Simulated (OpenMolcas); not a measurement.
# Multiconfigurational calculation on Rh⁺

Input:

```
&GATEWAY
Coord
1

Rh 0.0 0.0 0.0
Basis=ANO-RCC-VTZP
Group=XYZ
NoMove
AngMom=0.0 0.0 0.0
AMFI
&SEWARD
* reference wave functions (RASSCF and RASSI steps not shown): 8 electrons in 6 orbitals (4d 5s)
>>> COPY JOB001 $Project.JobIph
&CASPT2
Multistate=10 1 2 3 4 5 6 7 8 9 10
Frozen=8 6
IPEA=0.25
Imaginary=0.1
MaxIter=60
WThr=0.0 0.3 0.05
PrWF=0.5
NoMix
>>> COPY JOB002 $Project.JobIph
&CASPT2
Multistate=55 1 2 3 4 5 6 7 8 9 10 11 12 13 14 15 16 17 18 19 20 21 22
23 24 25 26 27 28 29 30 31 32 33 34 35 36 37 38 39 40 41 42 43 44 45 46
47 48 49 50 51 52 53 54 55
Frozen=8 6
IPEA=0.25
Imaginary=0.1
MaxIter=60
WThr=0.0 0.3 0.05
PrWF=0.5
NoMix
>>> COPY JOB003 $Project.JobIph
&CASPT2
Multistate=43 1 2 3 4 5 6 7 8 9 10 11 12 13 14 15 16 17 18 19 20 21 22
23 24 25 26 27 28 29 30 31 32 33 34 35 36 37 38 39 40 41 42 43
Frozen=8 6
IPEA=0.25
Imaginary=0.1
MaxIter=60
WThr=0.0 0.3 0.05
PrWF=0.5
NoMix
```

Output, cut to the results:

```
--- CASPT2 ---
Orbital specifications:
      -----------------------

      Symmetry species                           1   2
                                                ag  au
      Frozen orbitals                            8   6
      Inactive orbitals                          1   3
      Active orbitals                            6   0
      Secondary orbitals                        21  23
      Deleted orbitals                           0   0
      Number of basis functions                 36  32
Type of calculation                        MS-CASPT2
      Fock operator                              state-specific
      IPEA shift                                 0.25
      Real shift                                 0.00
      Imaginary shift                            0.10
      The input orbitals will be transformed to quasi-canonical
Reference energy:       -4780.1676603836
      E2 (Non-variational):      -0.5151461046
      Shift correction:          -0.0002719011
      E2 (Variational):          -0.5154180057
      Total energy:           -4780.6830783893
      Residual norm:              0.0000000589
      Reference weight:           0.91067
      Contributions to the CASPT2 correlation energy
      Active & Virtual Only:         -0.1984943566
      One Inactive Excited:          -0.2235466587
      Two Inactive Excited:          -0.0931050893
Reference energy:       -4780.1676603836
      E2 (Non-variational):      -0.5141591377
      Shift correction:          -0.0002668386
      E2 (Variational):          -0.5144259763
      Total energy:           -4780.6820863599
      Residual norm:              0.0000000612
      Reference weight:           0.91119
      Contributions to the CASPT2 correlation energy
      Active & Virtual Only:         -0.1978354391
      One Inactive Excited:          -0.2232995277
      Two Inactive Excited:          -0.0930241709
::    CASPT2 Root  1     Total energy:  -4780.68307839
::    CASPT2 Root  2     Total energy:  -4780.68208636
::    CASPT2 Root  3     Total energy:  -4780.68166008
::    CASPT2 Root  4     Total energy:  -4780.68260380
::    CASPT2 Root  5     Total energy:  -4780.68186648
::    CASPT2 Root  6     Total energy:  -4780.68279482
::    CASPT2 Root  7     Total energy:  -4780.68153157
::    CASPT2 Root  8     Total energy:  -4780.63679805
::    CASPT2 Root  9     Total energy:  -4780.63679810
::    CASPT2 Root 10     Total energy:  -4780.63679814
::    MS-CASPT2 Root  1     Total energy:  -4780.68433574
::    MS-CASPT2 Root  2     Total energy:  -4780.68383732
::    MS-CASPT2 Root  3     Total energy:  -4780.68321182
::    MS-CASPT2 Root  4     Total energy:  -4780.68239179
::    MS-CASPT2 Root  5     Total energy:  -4780.68127831
::    MS-CASPT2 Root  6     Total energy:  -4780.68089456
::    MS-CASPT2 Root  7     Total energy:  -4780.67997520
::    MS-CASPT2 Root  8     Total energy:  -4780.63677079
::    MS-CASPT2 Root  9     Total energy:  -4780.63670532
::    MS-CASPT2 Root 10     Total energy:  -4780.63661494
--- CASPT2 ---
Orbital specifications:
      -----------------------

      Symmetry species                           1   2
                                                ag  au
      Frozen orbitals                            8   6
      Inactive orbitals                          1   3
      Active orbitals                            6   0
      Secondary orbitals                        21  23
      Deleted orbitals                           0   0
      Number of basis functions                 36  32
Type of calculation                        MS-CASPT2
      Fock operator                              state-specific
      IPEA shift                                 0.25
      Real shift                                 0.00
      Imaginary shift                            0.10
      The input orbitals will be transformed to quasi-canonical
Reference energy:       -4780.1991193551
      E2 (Non-variational):      -0.5526207956
      Shift correction:          -0.0004310364
      E2 (Variational):          -0.5530518320
      Total energy:           -4780.7521711870
      Residual norm:              0.0000003161
      Reference weight:           0.89922
      Contributions to the CASPT2 correlation energy
      Active & Virtual Only:         -0.2434782219
      One Inactive Excited:          -0.2217392591
      Two Inactive Excited:          -0.0874033146
Reference energy:       -4780.1991193551
      E2 (Non-variational):      -0.5523907303
      Shift correction:          -0.0004270122
      E2 (Variational):          -0.5528177425
      Total energy:           -4780.7519370976
      Residual norm:              0.0000003067
      Reference weight:           0.89941
      Contributions to the CASPT2 correlation energy
      Active & Virtual Only:         -0.2433291586
      One Inactive Excited:          -0.2216697694
      Two Inactive Excited:          -0.0873918022
::    CASPT2 Root  1     Total energy:  -4780.75217119
::    CASPT2 Root  2     Total energy:  -4780.75193710
::    CASPT2 Root  3     Total energy:  -4780.75163759
::    CASPT2 Root  4     Total energy:  -4780.75064038
::    CASPT2 Root  5     Total energy:  -4780.75122323
::    CASPT2 Root  6     Total energy:  -4780.75126842
::    CASPT2 Root  7     Total energy:  -4780.75095105
::    CASPT2 Root  8     Total energy:  -4780.71546787
::    CASPT2 Root  9     Total energy:  -4780.71546810
::    CASPT2 Root 10     Total energy:  -4780.71546809
::    CASPT2 Root 11     Total energy:  -4780.65094523
::    CASPT2 Root 12     Total energy:  -4780.65072631
::    CASPT2 Root 13     Total energy:  -4780.65173622
::    CASPT2 Root 14     Total energy:  -4780.64996799
::    CASPT2 Root 15     Total energy:  -4780.65248804
::    CASPT2 Root 16     Total energy:  -4780.65163883
::    CASPT2 Root 17     Total energy:  -4780.65035554
::    CASPT2 Root 18     Total energy:  -4780.62103313
::    CASPT2 Root 19     Total energy:  -4780.62111425
...
```

Levels above the lowest, from the spin-orbit matrix with the multistate effective Hamiltonian, averaged by term, added to it:

| Configuration | Term | J | E (cm-1) | Measured (cm-1) | g | Term weight % | Second |
| --- | --- | --- | --- | --- | --- | --- | --- |
| 4d8 | 3F | 4 | 0.0 | 0.0 | 1.249 | 99 |  |
| 4d8 | 3F | 3 | 2520 | 2401 | 1.084 | 100 |  |
| 4d8 | 3F | 2 | 3620 | 3581 | 0.723 | 85 | 13 1D |
| 4d8 | 3P | 2 | 7300 | 8164 | 1.302 | 64 | 24 1D |
| 4d8 | 3P | 1 | 9570 | 10515 | 1.501 | 97 | 2 4d7 5s 3P(2) |
| 4d8 | 3P | 0 | 9840 | 10761 |  | 95 |  |
| 4d8 | 1D | 2 | 10800 | 11644 | 1.142 | 63 | 31 3P |
| 4d8 | 1G | 4 | 14260 | 14855 | 1.002 | 97 |  |
| 4d7 5s | 5F | 5 | 14970 | 16885 | 1.397 | 98 |  |
| 4d7 5s | 5F | 4 | 16580 | 18540 | 1.346 | 97 |  |
| 4d7 5s | 5F | 3 | 17850 | 19792 | 1.248 | 98 |  |
| 4d7 5s | 5F | 2 | 18710 | 20647 | 1.001 | 98 |  |
| 4d7 5s | 5F | 1 | 19250 | 21180 | 0.010 | 98 | 2 3D |
| 4d7 5s | 3F(1) | 4 | 22240 | 25377 | 1.246 | 95 | 2 5F |
| 4d7 5s | 3F(1) | 3 | 24320 | 27439 | 1.086 | 97 |  |
| 4d7 5s | 3F(1) | 2 | 25610 | 28835 | 0.687 | 96 | 2 1D |
| 4d7 5s | 5P | 3 | 26380 |  | 1.663 | 99 |  |
| 4d7 5s | 5P | 2 | 26660 |  | 1.793 | 89 | 6 3P(2) |
| 4d7 5s | 5P | 1 | 27590 |  | 2.433 | 93 | 5 3P(2) |
| 4d7 5s | 3G | 5 | 29520 |  | 1.190 | 90 | 6 3H |
| 4d7 5s | 3G | 4 | 30300 |  | 1.031 | 84 | 9 3H |
| 4d7 5s | 3G | 3 | 31510 |  | 0.755 | 98 |  |
| 4d7 5s | 3P(1) | 2 | 32140 |  | 1.463 | 80 | 14 3D |
| 4d7 5s | 3P(2) | 1 | 32440 |  | 1.277 | 50 | 28 1P |

Against the 15 measured excited levels shown (NIST Handbook of Basic Atomic Spectroscopic Data) the mean absolute deviation is 1600 cm-1; the largest miss in energy is 4d7 5s 3F2(1): computed 25610, measured 28835 cm-1 (-11.2 %).

CASPT2 does not keep the components of a term degenerate, so their means are used; among the terms shown or strongly mixed into the levels shown the widest spread is 1300 cm-1 (4d8 3F). Some high roots are left out of the spin-orbit mixing, which shifts the levels that they would mix with. A single d shell beside an s shell can misplace configurations of different d count against each other. Measured partners are found by configuration, term and J. A level has none where our copy of the source lacks it or the pairing is in doubt (some pairs that miss far off the trend of their configuration count as doubtful), and it then counts in no deviation. Levels of configurations outside the active space are missing. The first state left out of the spin-orbit step lies near 43000 cm-1 above the lowest spin-free state of the reference (among the parities and spins computed), and the list stops at four fifths of that energy or lower. The table shows the lowest 24 of 29 levels.

The term weight is that of the spin-free term in the level, not the purity of its configuration. A number in round brackets counts repeated terms of one configuration in the order of the reference energies.
